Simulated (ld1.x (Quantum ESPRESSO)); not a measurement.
**bismuth, TM: configuration errors across variants**

| Property | Result |
| --- | --- |
| Element | bismuth |
| Generator | ld1.x (Quantum ESPRESSO) 7.5 |
| Type | norm-conserving Troullier–Martins (Kleinman–Bylander form) |
| Functional | PBEsol |
| Relativity | scalar-relativistic |
| Frozen core | [Xe] 4f14 |
| Valence charge | 15 |
| Reference configuration | 5d10 6s2 6p3 |
| Partial waves | 6s (bound): rc 1.65 bohr; 6p (bound): rc 2.65 bohr; 5d (bound): rc 1.05 bohr |
| Local potential | the d channel |
| Core correction | a·sin(br)/r model core, default radius (core density twice the valence density) |

All-electron excitation energies from the reference (eV): (1) 5d10 6s2 6p2 7.949; (2) 5d10 6s2 6p1 23.239; (3) 5d10 6s2 6p0 46.596; (4) 5d10 6s1 6p4 10.116; (5) 5d10 6s1 6p0 92.074; (6) 5d10 6s0 6p5 20.574; (7) 5d10 6s2 6p3.3 -1.100.

The default core radius of the base comes out at 0.86 bohr.

A true bound ghost makes a file unfit for plane-wave use even where its test errors are small: the radial tests pick states by their node count and pass the ghost by.

Errors AE − PS in meV (a dash: test not solved or not reliable):

```tsv
change	(1)	(2)	(3)	(4)	(5)	(6)	(7)	bound ghosts
base	-6.2	-22	-42	-8.9	-74	-37	+0.5	s, p
core correction none	-6.4	-22	-37	-7.1	-37	-29	+0.5	s, p
core correction a·sin(br)/r model core inside 0.56 bohr	-6.2	-22	-42	-8.9	-74	-37	+0.5	s, p
core correction a·sin(br)/r model core inside 0.68 bohr	-6.2	-22	-42	-8.9	-74	-37	+0.5	s, p
core correction a·sin(br)/r model core inside 0.90 bohr	-6.2	-22	-42	-8.9	-74	-37	+0.5	s, p
core correction a·sin(br)/r model core inside 1.24 bohr	-6.2	-22	-42	-8.9	-73	-37	+0.5	s, p
```

(1) Give the same row for: core correction a·sin(br)/r model core inside 1.04 bohr.

Answers

(1) -6.2, -22, -42, -8.9, -73, -37, +0.5; bound ghosts: s, p.
